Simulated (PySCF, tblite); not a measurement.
Isomers of C5H7FOSi, one GFN2-xTB conformer each. Single-point energies are computed at PBE0/pcSseg-1 (PySCF, gas phase, no added dispersion term), electronic only.

**Question.** Rank them by PBE0/pcSseg-1 energy, lowest first (kJ/mol).
A. `[CH:1]#[C:2]/[C:3]([F:4])=[CH:5]/[O:6][CH2:7][SiH3:8]` with C3–C5–O6–C7 0°, C5–O6–C7–Si8 180°
B. `[CH3:1][O:2]/[C:3]([F:4])=[CH:5]\[C:6]#[C:7][SiH3:8]` with C1–O2–C3–F4 0°

**Answer.** B (0.0), A (100.2).

GFN2-xTB itself gives, in the same order: 0.0, 65.1. Both levels put the same isomer lowest.

**Question.** Which frontier levels, dipoles and rotational constants go with these structures?

**Answer.** 
```csv
SMILES,"HOMO (eV, PBE0/pcSseg-1)",LUMO (eV),dipole (D),"A, B, C (MHz)"
CO/C(F)=C\C#C[SiH3],-6.38,-0.54,2.77,"4387, 603.9, 535.9"
C#C/C(F)=C/OC[SiH3],-6.52,-0.47,0.64,"6628, 656.7, 603.9"
```

**Question.** What happens when harmonic zero-point energies from GFN2-xTB frequencies are added?

**Answer.** 
```
             SMILES  ZPE (kJ/mol)  electronic (kJ/mol)  with ZPE (kJ/mol)
CO/C(F)=C\C#C[SiH3]         257.1                  0.0                0.0
C#C/C(F)=C/OC[SiH3]         255.8                100.2               98.9
```

The zero-point energies span 1.3 kJ/mol. The order is unchanged.
